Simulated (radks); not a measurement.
Question: Coulomb parameter of the 5d shell of the tungsten ion W3+ in the model configuration [Xe] 4f14 5d2 6s1, as a second difference U = [E(n + 0.5) + E(n - 0.5) - 2 E(n)] / (0.5)^2 with all orbitals relaxed. "Bare": the charge of the atom changes with n. "Screened": the 6s shell takes up the change at fixed total charge, which measures U(5d,5d) + U(6s,6s) - 2 U(5d,6s). Method: Dirac Kohn-Sham, LDA (Slater exchange, Perdew-Wang correlation), spin-unpolarised, spherical densities, finite nucleus; open shells are shared between the two j in proportion to 2j + 1; Fermi nuclear charge, rms radius 5.3658 fm; computed with a radial shooting solver on a logarithmic mesh with Libxc functionals. Estimate both.

Answer: U(bare) = 12.160 eV, U(screened by 6s) = 1.003 eV.
